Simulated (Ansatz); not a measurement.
System (SMILES): [AsH2] (AsH2), doublet.
Atoms: As1, H2, H3. Bonds: As1-H2, As1-H3.

Basis-set convergence of the highest harmonic wavenumber at B3LYP with Ansatz (a quantum-chemistry and plane-wave program). Each level at its own minimum, finite differences of forces, unscaled; the reference is a large set that could be run, not a limit. All functions are spherical. The program fits the integrals of some runs and decomposes those of others, by size. Open shells are unrestricted. No added dispersion term, no relativity. Reference: the value in pcseg-3, 2167 cm⁻¹, itself unsure by roughly 2 cm⁻¹ (its mean distance from cc-pVQZ, aug-pcseg-2, aug-cc-pVTZ). Deviations are taken from unrounded values.

```
basis        functions  highest harmonic wavenumber (cm⁻¹)
-----------  ---------  ----------------------------------
cc-pVDZ             37                                2163
aug-cc-pVDZ         54                                2164
pcseg-1             37                                2161
aug-pcseg-1         54                                2165
def2-SVP            42                                2174
def2-SVPD           54                                2175
def2-TZVP           60                                2170
def2-TZVPD          72                                2171
cc-pVTZ             71                                2168
aug-cc-pVTZ        105                                2169
pcseg-2             71                                2169
aug-pcseg-2        105                                2169
def2-TZVPP          76                                2165
def2-TZVPPD         88                                2167
```

What the diffuse functions change, pair by pair:
- cc-pVDZ to aug-cc-pVDZ: 17 more functions, deviation -4 to -3 cm⁻¹
- pcseg-1 to aug-pcseg-1: 17 more functions, deviation -6 to -2 cm⁻¹
- def2-SVP to def2-SVPD: 12 more functions, deviation 7 to 8 cm⁻¹
- def2-TZVP to def2-TZVPD: 12 more functions, deviation 3 to 4 cm⁻¹
- cc-pVTZ to aug-cc-pVTZ: 34 more functions, deviation 1 to 2 cm⁻¹
- pcseg-2 to aug-pcseg-2: 34 more functions, deviation 2 to 2 cm⁻¹
- def2-TZVPP to def2-TZVPPD: 12 more functions, deviation -2 to 1 cm⁻¹

They bring the value nearer the reference by more than 2 cm⁻¹ in 1 of 7 pairs.
